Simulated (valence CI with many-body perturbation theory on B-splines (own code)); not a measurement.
Pr9+: calculated level list

Calculated by relativistic CI+MBPT: four valence electrons over a frozen Dirac-Fock core [Kr] 4d10, a basis of 8 s, 8 p, 9 d, 9 f, 6 g, 3 h, 2 i functions for each j, with the one-electron correlation potential Σ1, the two-electron term Σ2, the three-electron term Σ3, Breit, model QED; selected CI, second order for the rest, scaled by the run's own slope (own B-spline code, finite nucleus).

No measured levels were compared; by estimate terms of the open shell hold to a few per cent of their energy, and close levels can change places; configurations with another count of f electrons can be misplaced by thousands of cm⁻¹. Core correlation moves these levels by up to 49000 cm⁻¹, and in measured spectra 5 to 20 % of such shifts remained as error; rates that hang on mixing are uncertain with them.

Levels 1 to 45 of 76, with energies above the lowest level, 5s2.5p2 3P_0. "Leading %" is the weight of the configuration and term that name the level; weights of strongly mixed levels are sums over their largest components and can fall short. Lifetimes count E1, E2, E3, M1 and M2 decay at the calculated energies, and are blank where another channel may lead or the interval is too uncertain; long ones can be off by a factor of two.

```
No.  Configuration  Term  J  E (cm⁻¹)  Leading %  Lifetime      g    Second component
  1        5s2.5p2    3P  0       0.0         80                      17 % 5s2.5p2 1S
  2      4f.5s2.5p    3G  3     22989         61            0.853   30 % 4f.5s2.5p 1F
  3      4f.5s2.5p    3F  2     25249         50    51.8 s  0.875   20 % 4f.5s2.5p 1D
  4      4f.5s2.5p    3F  3     28174         42    2.63 s  1.142   34 % 4f.5s2.5p 3D
  5        5s2.5p2    3P  1     28526         97   2.91 ms  1.501                    
  6      4f.5s2.5p    3G  4     30166         43    238 ms  1.116   37 % 4f.5s2.5p 3F
  7        5s2.5p2    3P  2     36586         40   56.7 ms  1.150     37 % 5s2.5p2 1D
  8      4f.5s2.5p    1F  3     56515         34   2.76 ms  0.940   33 % 4f.5s2.5p 3G
  9      4f.5s2.5p    3F  4     60053         53   2.57 ms  1.158   45 % 4f.5s2.5p 3G
 10      4f.5s2.5p    3D  2     62873         27   2.16 ms  1.061   26 % 4f.5s2.5p 3F
 11      4f.5s2.5p    3G  5     64837         98   2.48 ms  1.200                    
 12      4f.5s2.5p    3D  3     64876         62   2.31 ms  1.228   19 % 4f.5s2.5p 3F
 13      4f.5s2.5p    3D  2     67820         47   1.47 ms  1.199     24 % 5s2.5p2 3P
 14      4f.5s2.5p    3D  1     68241         98   2.17 ms  0.498                    
 15      4f.5s2.5p    1G  4     70914         77   1.99 ms  1.023   10 % 4f.5s2.5p 3G
 16        4f2.5s2    3H  4     76338         96   56.2 ms  0.804                    
 17        4f2.5s2    3H  5     78684         98    121 ms  1.032                    
 18        4f2.5s2    3H  6     81169         98    392 ms  1.166                    
 19        4f2.5s2    3F  2     82590         45   2.46 ms  0.864   25 % 4f.5s2.5p 1D
 20        4f2.5s2    3F  2     83264         52   2.49 ms  0.850   24 % 4f.5s2.5p 1D
 21        4f2.5s2    3F  3     84447         98            1.083                    
 22        4f2.5s2    3F  4     84982         66   61.6 ms  1.167     30 % 4f2.5s2 1G
 23        4f2.5s2    1G  4     88523         64   73.2 ms  1.077     31 % 4f2.5s2 3F
 24        5s2.5p2    1S  0     90035         73    442 μs            16 % 5s2.5p2 3P
 25        4f2.5s2    1D  2    100340         78   8.26 ms  1.050     11 % 4f2.5s2 3P
 26        4f2.5s2    1I  6    103990         98            0.999                    
 27        4f2.5s2    3P  0    104640         96                                     
 28        4f2.5s2    3P  1    105320         97   14.3 ms  1.500                    
 29        4f2.5s2    3P  2    106890         86   16.3 ms  1.447      9 % 4f2.5s2 1D
 30        4f2.5s2    1S  0    144020         89   1.57 ms             7 % 5s2.5p2 1S
 31      4f.5s.5p2   5G°  2    164790         71   2.92 ns  0.491  13 % 4f.5s.5p2 3F°
 32      4f.5s.5p2   5G°  3    166740         44   2.70 ns  1.109  16 % 4f.5s.5p2 5F°
 33      4f.5s.5p2   5D°  4    170500         42   2.96 ns  1.343  21 % 4f.5s.5p2 5G°
 34         5s.5p3   5S°  2    170620         75   3.12 ns  1.862     16 % 5s.5p3 3P°
 35      4f.5s.5p2   3D°  3    177750         35   2.54 ns  1.037  25 % 4f.5s.5p2 3G°
 36      4f.5s.5p2   5G°  3    185180         32   5.32 ns  1.117  31 % 4f.5s.5p2 5D°
 37      4f.5s.5p2   5G°  4    186190         63   17.6 ns  1.255  31 % 4f.5s.5p2 5D°
 38      4f.5s.5p2   5D°  2    186930         32   4.82 ns  1.129  19 % 4f.5s.5p2 5F°
 39      4f.5s.5p2   5F°  1    190290         38   1.46 ns  0.564  23 % 4f.5s.5p2 3D°
 40      4f.5s.5p2   5G°  5    190400         77   18.5 ns  1.280  16 % 4f.5s.5p2 5F°
 41      4f.5s.5p2   3G°  3    192680         32   4.78 ns  1.183  32 % 4f.5s.5p2 5D°
 42      4f.5s.5p2   3G°  4    195890         65   2.48 ns  1.119  11 % 4f.5s.5p2 5D°
 43         5s.5p3   3D°  1    196280         36    402 ps  0.616  22 % 4f.5s.5p2 5F°
 44      4f.5s.5p2   3D°  2    196530         35   2.15 ns  1.234  23 % 4f.5s.5p2 5D°
 45      4f.5s.5p2   5D°  0    199240         86   6.66 ns         12 % 4f.5s.5p2 3P°
```

Names give the largest LS component (configuration and term), which can be under half, so a name can repeat, a term be missing and a line seem to break the LS rules; names also repeat where a configuration has a term twice.

Where two levels of one J and parity lie close, their mixing, g and order are uncertain.

The ionisation energy to 5s2.5p 2P°_1/2 of the next ion comes out as 146.64 eV (NIST: 148 ± 7 eV (theoretical)). All 76 levels together are meant to be complete up to 222450 cm⁻¹.
